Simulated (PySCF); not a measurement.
## Atomic charges against the basis set

Compound: C2H5BO2Si.
Numbering: `[CH:1]#[C:2][SiH2:3][B:4]([OH:5])[OH:6]` (hydrogens: H7 on C1; H8, H9 on Si3; H10 on O5; H11 on O6)

PBE0 throughout (PySCF), one geometry, spherical d and f functions. The structure is a single PBE0-D3(BJ)/def2-SVP conformer in the gas phase; no vibrational or solvent corrections. Atoms taken as equivalent share a column and are averaged. The first 7 of 8 kinds of atom are listed.

Mulliken charges (e):

```json
{"basis": "STO-3G", "functions": "39", "C1": "-0.160", "C2": "-0.236", "Si3": "+0.519", "B4": "+0.194", "O5/O6": "-0.312", "H7": "+0.105", "H8/H9": "-0.113"}
{"basis": "6-31G", "functions": "68", "C1": "-0.347", "C2": "-0.231", "Si3": "+0.558", "B4": "+0.432", "O5/O6": "-0.611", "H7": "+0.255", "H8/H9": "-0.092"}
{"basis": "pcSseg-0", "functions": "68", "C1": "-0.393", "C2": "-0.392", "Si3": "+0.616", "B4": "+0.431", "O5/O6": "-0.613", "H7": "+0.276", "H8/H9": "-0.020"}
{"basis": "6-31G*", "functions": "98", "C1": "-0.209", "C2": "-0.168", "Si3": "+0.260", "B4": "+0.365", "O5/O6": "-0.583", "H7": "+0.229", "H8/H9": "-0.062"}
{"basis": "def2-SVP", "functions": "113", "C1": "-0.249", "C2": "-0.028", "Si3": "+0.318", "B4": "-0.039", "O5/O6": "-0.139", "H7": "+0.044", "H8/H9": "-0.057"}
{"basis": "cc-pVDZ", "functions": "113", "C1": "-0.160", "C2": "-0.019", "Si3": "+0.212", "B4": "+0.002", "O5/O6": "-0.116", "H7": "+0.017", "H8/H9": "-0.048"}
{"basis": "aug-cc-pVDZ", "functions": "187", "C1": "+1.368", "C2": "-0.875", "Si3": "-0.896", "B4": "+0.795", "O5/O6": "-0.407", "H7": "-0.478", "H8/H9": "+0.287"}
{"basis": "6-311+G(2d,p)", "functions": "200", "C1": "-0.373", "C2": "+0.019", "Si3": "+0.285", "B4": "+0.820", "O5/O6": "-0.669", "H7": "+0.159", "H8/H9": "-0.059"}
{"basis": "def2-TZVP", "functions": "222", "C1": "-0.192", "C2": "-0.166", "Si3": "+0.122", "B4": "+0.271", "O5/O6": "-0.387", "H7": "+0.177", "H8/H9": "-0.019"}
{"basis": "cc-pVTZ", "functions": "254", "C1": "-0.109", "C2": "-0.212", "Si3": "+0.161", "B4": "+0.138", "O5/O6": "-0.218", "H7": "+0.154", "H8/H9": "-0.032"}
{"basis": "IGLO-III", "functions": "269", "C1": "-0.247", "C2": "-0.189", "Si3": "+0.565", "B4": "+0.507", "O5/O6": "-0.505", "H7": "+0.155", "H8/H9": "-0.154"}
```

IAO charges (e):

```json
{"basis": "STO-3G", "functions": "39", "C1": "-0.172", "C2": "-0.301", "Si3": "+0.622", "B4": "+0.130", "O5/O6": "-0.359", "H7": "+0.150", "H8/H9": "-0.111"}
{"basis": "6-31G", "functions": "68", "C1": "-0.198", "C2": "-0.279", "Si3": "+0.473", "B4": "+0.281", "O5/O6": "-0.510", "H7": "+0.198", "H8/H9": "-0.069"}
{"basis": "pcSseg-0", "functions": "68", "C1": "-0.185", "C2": "-0.284", "Si3": "+0.445", "B4": "+0.264", "O5/O6": "-0.485", "H7": "+0.189", "H8/H9": "-0.064"}
{"basis": "6-31G*", "functions": "98", "C1": "-0.186", "C2": "-0.313", "Si3": "+0.574", "B4": "+0.300", "O5/O6": "-0.524", "H7": "+0.195", "H8/H9": "-0.102"}
{"basis": "def2-SVP", "functions": "113", "C1": "-0.189", "C2": "-0.306", "Si3": "+0.569", "B4": "+0.284", "O5/O6": "-0.515", "H7": "+0.192", "H8/H9": "-0.104"}
{"basis": "cc-pVDZ", "functions": "113", "C1": "-0.197", "C2": "-0.308", "Si3": "+0.565", "B4": "+0.285", "O5/O6": "-0.519", "H7": "+0.198", "H8/H9": "-0.099"}
{"basis": "aug-cc-pVDZ", "functions": "187", "C1": "-0.205", "C2": "-0.307", "Si3": "+0.570", "B4": "+0.297", "O5/O6": "-0.541", "H7": "+0.203", "H8/H9": "-0.097"}
{"basis": "6-311+G(2d,p)", "functions": "200", "C1": "-0.203", "C2": "-0.317", "Si3": "+0.598", "B4": "+0.298", "O5/O6": "-0.544", "H7": "+0.204", "H8/H9": "-0.104"}
{"basis": "def2-TZVP", "functions": "222", "C1": "-0.202", "C2": "-0.319", "Si3": "+0.604", "B4": "+0.301", "O5/O6": "-0.543", "H7": "+0.204", "H8/H9": "-0.107"}
{"basis": "cc-pVTZ", "functions": "254", "C1": "-0.202", "C2": "-0.316", "Si3": "+0.589", "B4": "+0.303", "O5/O6": "-0.542", "H7": "+0.204", "H8/H9": "-0.104"}
{"basis": "IGLO-III", "functions": "269", "C1": "-0.203", "C2": "-0.319", "Si3": "+0.604", "B4": "+0.300", "O5/O6": "-0.546", "H7": "+0.205", "H8/H9": "-0.107"}
```

Some averages cover members that differ in this geometry, most widely: O5/O6, Mulliken in aug-cc-pVDZ -0.430 to -0.384; H8/H9, Mulliken in aug-cc-pVDZ +0.273 to +0.302 e.

Task: Which scheme is steadiest as the basis changes?

Result: Largest range over the bases for any column: IAO 0.19 e, Mulliken 1.76 e. IAO charges move least and Mulliken charges most, counted in e. Without the minimal STO-3G basis the ranges are IAO 0.16, Mulliken 1.76 e.

Task: How much do the charges still move between the two largest bases, cc-pVTZ and IGLO-III?

Result: At most, over all atoms: Mulliken 0.404 e, IAO 0.015 e.

Task: What do the same runs give for the total energy, the frontier levels and the dipole moment?

Result: 
```
        basis  energy (Eh)  HOMO (eV)  LUMO (eV)  μ (D)
       STO-3G    -536.9415      -5.11       4.23   3.77
        6-31G    -543.4879      -7.39       0.14   4.09
     pcSseg-0    -542.6906      -7.65      -0.05   4.34
       6-31G*    -543.5885      -7.34       0.12   3.74
     def2-SVP    -543.3455      -7.53      -0.09   3.78
      cc-pVDZ    -543.6365      -7.47      -0.01   3.64
  aug-cc-pVDZ    -543.6603      -7.67      -0.72   3.32
6-311+G(2d,p)    -543.7189      -7.70      -0.66   3.40
    def2-TZVP    -543.7406      -7.67      -0.34   3.44
      cc-pVTZ    -543.7352      -7.63      -0.27   3.44
     IGLO-III    -543.7483      -7.69      -0.39   3.35
```

The dipole is fixed by the density alone, so its range of 1.02 D shows that the density itself changes with the basis, not only its division among atoms.
